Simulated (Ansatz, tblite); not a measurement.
Cost and result up the ladder for the cluster CuSn2 (the lowest doublet isomer of a short search) (3 atoms). Total charge 0; doublet. Geometry: PBE-D4/def2-TZVP.

```xyz
3

Cu   -0.989    1.058    0.130
Sn    0.829   -0.376    1.237
Sn    0.160   -0.682   -1.367
```

Ansatz on 4 threads of Arm Neoverse V2 on a shared host; xTB runs through tblite on one thread. Times are rough, summed over both states, and most runs start from the orbitals of an earlier one. ωB97X-V/def2-TZVP serves as the yardstick here, not as an exact answer. The other state is a quartet at its own geometry.

In the def2 sets Sn takes a core potential; there is no spin–orbit coupling. The xTB rows come from tblite. HSE06 is defined as in plane-wave codes, on full-range PBE exchange. Correlated methods freeze 17 core orbitals; core or outer-core shells of Sn are correlated, in sets that lack core-valence functions. In CCSD on the charge 0 quartet the largest single amplitude is 0.23, so its Hartree–Fock determinant may place the open shell otherwise than the density functionals do. HOMO above LUMO, or a gap near zero within one spin, warns that the state may not be the lowest or that an electron is smeared out. The structure comes from a short search, and lower isomers may exist.

Run but left out: HF/def2-TZVP, MP2/def2-TZVP (doublet: ⟨S²⟩ 1.05, where a pure state has 0.75); LDA (SPW92)/def2-TZVP (doublet: an occupied level 0.04 eV above an empty one).

Correlated methods converge slowly with the basis.

xTB has no spin-polarisation term.

| level | functions | quartet − doublet (eV) | difference from ωB97X-V/def2-TZVP (eV) | remarks |
| --- | --- | --- | --- | --- |
| GFN2-xTB | 27 | 1.78 | 0.85 | – |
| r2SCAN0-D4/def2-TZVP | 145 | 0.70 | -0.24 | – |
| HSE06-D4/def2-TZVP | 145 | 0.74 | -0.19 | – |
| r2SCAN-D4/def2-TZVP | 145 | 0.65 | -0.28 | – |
| PBE0-D4/def2-TZVP | 145 | 0.75 | -0.18 | – |
| RPA@PBE/def2-TZVP | 145 | 0.81 | -0.12 | – |
| ωB97X-V/def2-TZVP | 145 | 0.93 | 0.00 | – |
| BHLYP-D4/def2-TZVP | 145 | 0.85 | -0.08 | – |
| GFN1-xTB | 27 | 1.41 | 0.48 | – |
| CCSD(T)/def2-TZVP | 145 | 0.83 | -0.10 | spin-contaminated (⟨S²⟩ 1.05) (doublet) |
| PBE-D4/def2-TZVP | 145 | 0.69 | -0.24 | gap within one spin near zero (doublet) |

Question: Estimate how long each takes.

Answer: GFN1-xTB 0.004 s; GFN2-xTB 0.004 s; HSE06-D4/def2-TZVP 13 s; PBE0-D4/def2-TZVP 13 s; BHLYP-D4/def2-TZVP 15 s; PBE-D4/def2-TZVP 17 s; RPA@PBE/def2-TZVP 18 s; r2SCAN0-D4/def2-TZVP 28 s; ωB97X-V/def2-TZVP 37 s; r2SCAN-D4/def2-TZVP 38 s; CCSD(T)/def2-TZVP 2.1 min. On shared hardware such times vary by a factor of up to 3.
